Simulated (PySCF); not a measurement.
# Functional dependence of a UV spectrum

Compound: CH3FO2Si.
SMILES: `O=CO[SiH2]F`

Linear-response calculations in the def2-SVPD basis (PySCF; singlets by full response, triplets Tamm–Dancoff, core orbitals frozen in the response; HF means time-dependent Hartree–Fock). 'Strongest' is the level of largest summed f among the singlets computed (10 roots, of which the last may lack a degenerate partner); it can jump between rows when another state enters that window. S1 is the lowest singlet of each run and needn't be the same state throughout; f(S1) is that of one state. One conformer (not necessarily the lowest) at the PBE0-D3(BJ)/def2-SVP geometry, without solvent, vibrations or thermal averaging.

| functional | kind | S1 (eV) | f(S1) | strongest (eV) | T1 (eV) | HOMO (eV) | gap (eV) | ionisation energy, ΔSCF (eV) |
| --- | --- | --- | --- | --- | --- | --- | --- | --- |
| LDA | LDA | 5.54 | 0.001 | 8.23 | 5.05 | -7.47 | 5.29 | 11.41 |
| PBE | GGA | 5.59 | 0.001 | 8.17 | 5.04 | -7.28 | 5.38 | 11.17 |
| B3LYP | global hybrid, 20% exact exchange | 5.76 | 0.001 | 7.99 | 5.22 | -8.71 | 7.68 | 11.50 |
| PBE0 | global hybrid, 25% exact exchange | 5.82 | 0.001 | 8.23 | 5.23 | -8.97 | 8.25 | 11.43 |
| BHandHLYP | global hybrid, 50% exact exchange | 6.04 | 0.001 | 9.60 | 5.49 | -10.64 | 11.14 | 11.41 |
| CAM-B3LYP | range-separated hybrid | 5.81 | 0.001 | 8.68 | 5.26 | -10.47 | 10.94 | 11.61 |
| HF | Hartree–Fock | 6.57 | 0.001 | 11.53 | 6.04 | -13.31 | 15.61 | not settled |

S1 runs from 5.54 eV (LDA) to 6.57 eV (HF), a spread of 1.02 eV, while the orbital gap spreads over 10.3 eV. Along PBE (0%), B3LYP (20%), PBE0 (25%), BHandHLYP (50%), HF (100%) S1 rises with the share of exact exchange. −ε(HOMO) comes closest to its own ΔSCF ionisation energy with BHandHLYP (-0.77 eV) and misses most with LDA (-3.94 eV). 'Not settled' means that the ion's SCF failed to converge or may have ended in another state than the lowest.
